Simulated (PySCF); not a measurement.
**Core binding energy against partial charge**

Compound: C3H6OSi.
SMILES with atom numbers: `[OH:1][Si@@H:2]1[CH:3]=[CH:4][CH2:5]1`

Binding energies: PySCF 2.14.0, delta-SCF UKS SCAN, pcX-2 on the ionised atom, pcseg-1 elsewhere, spin-free X2C. Charges: PBE0/pcSseg-1 ground-state density, for the ionised atom.

```tsv
atom	environment	C 1s (eV)	Mulliken (e)	IAO (e)	Hirshfeld (e)	ESP (e)
C3	alkene CH carbon	289.59	-0.405	-0.474	-0.165	-0.643
C5	sp3 carbon bound to silicon	289.93	-0.520	-0.578	-0.177	-0.685
C4	alkene CH carbon	290.58	-0.123	-0.102	-0.028	+0.188
```

Problem. Give the correlation coefficient and slope of binding energy on charge for each scheme.

Solution. ESP: r = 0.92, slope 0.9 eV per e; Hirshfeld: r = 0.91, slope 5.5 eV per e; IAO: r = 0.85, slope 1.7 eV per e; Mulliken: r = 0.80, slope 2.0 eV per e. On 3 points no scheme stands out.

Problem. The point-charge model writes a binding energy as kq + V + constant, with V the potential of the other atoms' charges at the site. What does it give with the Mulliken charges?

Solution. V = Σ 14.40 eV Å × q/r over all other atoms: +3.98 eV at C3, +6.30 eV at C5, -1.30 eV at C4. Fitting binding energy − V to q gives k = 21.1 eV per e and leaves an rms residual of 0.20 eV, against 0.24 eV for the fit on q alone. The model has no term for differences in relaxation between sites.

Isolated species at its GFN2-xTB geometry (one conformer only).

Conformer computed: `[OH:1][Si@@H:2]1[CH:3]=[CH:4][CH2:5]1`: H–O1–Si2–C3 41°.
